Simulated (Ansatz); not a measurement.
Calculation: frozen-core CCSD(T)/cc-pVTZ // r2SCAN-D4/def2-TZVP run with Ansatz (a quantum-chemistry and plane-wave program).

Ansatz 0.2 input:
```yaml
crystal:
  periodic: [false, false, false]
  atoms:
    - { symbol: S, position_ang: [2.087558, -0.749312, 0.213059] }
    - { symbol: Al, position_ang: [-0.046317, -0.347459, 0.014416] }
    - { symbol: S, position_ang: [-0.906088, 1.650433, -0.177181] }
    - { symbol: S, position_ang: [-1.373062, -2.073471, 0.009672] }
    - { symbol: H, position_ang: [2.424148, 0.550386, 0.133784] }
    - { symbol: H, position_ang: [0.283625, 2.271285, -0.089821] }
    - { symbol: H, position_ang: [-2.469865, -1.301863, -0.103928] }
basis:
  gaussian: { orbitals: cc-pVTZ }
correlation:
  method: ccsd_t
```

Output:

```
Functional definition: HF
1025 factors; integrals over basis functions are off by at most 1.1e-3 eV
mean field evaluation 1: about -39086.4024 eV, gradient 2.0e1 eV
mean field evaluation 2: about -39086.6238 eV, gradient 2.1e1 eV
mean field evaluation 4: about -39088.3862 eV, gradient 2.5e0 eV
mean field evaluation 8: about -39088.4349 eV, gradient 1.8e-1 eV
mean field evaluation 16: about -39087.8534 eV, gradient 8.3e0 eV
mean field -39088.43511117 eV, -1436.4734952425 hartree, gradient 9.3e-6 eV, S^2 0.000000; 0 other end points of the search recorded, 0 dependent functions left out
20 core orbitals not correlated
reference -39088.43511117 eV, -1436.4734952425 hartree; 12, 12 occupied and 146, 146 virtual orbitals, 1025 factors
second order -16.37603208 eV of doubles, -0.00000000 eV of singles
cycle   1  -17.41873314 eV  change    -1.0e0 eV  update   8.8e-2
cycle   2  -17.84421246 eV  change   -4.3e-1 eV  update   2.6e-2
cycle   3  -17.90516934 eV  change   -6.1e-2 eV  update   1.1e-2
cycle   4  -17.89997153 eV  change    5.2e-3 eV  update   2.9e-3
cycle   5  -17.89857551 eV  change    1.4e-3 eV  update   1.0e-3
cycle   6  -17.89822368 eV  change    3.5e-4 eV  update   3.0e-4
cycle   7  -17.89818074 eV  change    4.3e-5 eV  update   9.3e-5
cycle   8  -17.89821072 eV  change   -3.0e-5 eV  update   2.9e-5
perturbative correction -0.83358085 eV, -0.0306335310 hartree
Total energy: -39107.16690273 eV, -1437.1618758855 hartree
```

Cost: about 60 core-seconds (a rough figure).
